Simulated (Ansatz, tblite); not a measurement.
Removing and adding an electron: Hg₅Te₅H₁₈. Total charge 0; singlet. Geometry: PBE-D4/def2-SVP. Ansatz, gas phase; energy differences of separate SCF runs; the oxidised species was run as a doublet alone; the reduced species was run as a doublet alone.

```
atom    x (Å)    y (Å)    z (Å)
 Hg1  -3.7823  -0.1521   2.7944
 Hg2   1.7563   5.2159   3.0207
 Hg3  -4.2140  -1.9196  -0.5944
 Hg4   1.5023  -2.7928  -5.4188
 Hg5   1.5364  -1.1362   1.0296
 Te6  -1.0460  -0.4304   0.4197
 Te7   2.5255   2.1505   1.1628
 Te8  -0.8080   2.2835   2.9356
 Te9   2.4257  -1.1073  -2.3002
Te10  -0.9363  -2.8431  -2.3856
 H11  -4.6861   0.6355   1.6278
 H12  -2.9141  -0.9544   3.9750
 H13   0.6796   5.7101   1.8440
 H14   2.8197   4.7625   4.2223
 H15  -4.5476  -1.0539  -1.9796
 H16  -3.9216  -2.7979   0.8016
 H17   0.4167  -1.5822  -5.7991
 H18   2.5728  -4.0261  -5.0815
 H19   2.9246  -1.8168   1.6339
 H20  -0.5570   0.7814  -0.6394
 H21   1.4479   2.5650  -0.0550
 H22   3.7655   2.0578   0.0052
 H23  -0.5859   3.2755   4.2984
 H24  -0.2735   0.9677   3.8300
 H25   1.3471   0.1433  -2.5976
 H26   3.6854   0.0286  -2.2044
 H27  -0.7671  -4.1780  -3.4266
 H28  -0.3662  -3.7866  -1.1187
```

In the def2 sets Hg, Te take a core potential; there is no spin–orbit coupling. The xTB rows come from tblite. Single mean-field runs in def2-TZVP are fitted with def2-universal-jkfit. HOMO above LUMO, or a gap near zero within one spin, warns that the state may not be the lowest or that an electron is smeared out. In the singlet geometry the species has come apart into loosely held pieces. In the doublet geometry the species has come apart into loosely held pieces.

| level | −HOMO (eV) | vertical IE (eV) | −LUMO (eV) | vertical EA (eV) | HOMO–LUMO gap (eV) | IE − EA (eV) | remarks |
| --- | --- | --- | --- | --- | --- | --- | --- |
| GFN1-xTB | 10.84 | 12.94 | 7.24 | 5.36 | 3.60 | 7.58 | – |
| GFN2-xTB | 10.84 | 12.77 | 7.31 | 5.53 | 3.53 | 7.24 | – |
| PBE-D4/def2-TZVP | 5.70 | – | 2.52 | 1.08 | 3.18 | – | HOMO above zero (-1 doublet), gap within one spin near zero (-1 doublet) |
| r2SCANh-D4/def2-TZVP | 6.25 | 7.73 | 2.12 | 0.86 | 4.13 | 6.87 | HOMO above zero (-1 doublet) |
| PBE0-D4/def2-TZVP | 6.60 | 7.82 | 1.78 | 0.79 | 4.82 | 7.03 | HOMO above zero (-1 doublet) |

Run but left out: PBE-D4/def2-TZVP (charge +1 doublet: an occupied level 0.00 eV above an empty one).   A HOMO above zero means that the electron is unbound at that level or that self-interaction error raises the level; the energy of removing that electron tells which. Raw xTB energy differences between charge states are shifted by several eV; the methods need an empirical correction for them. Sets without diffuse functions give affinities that are too small.
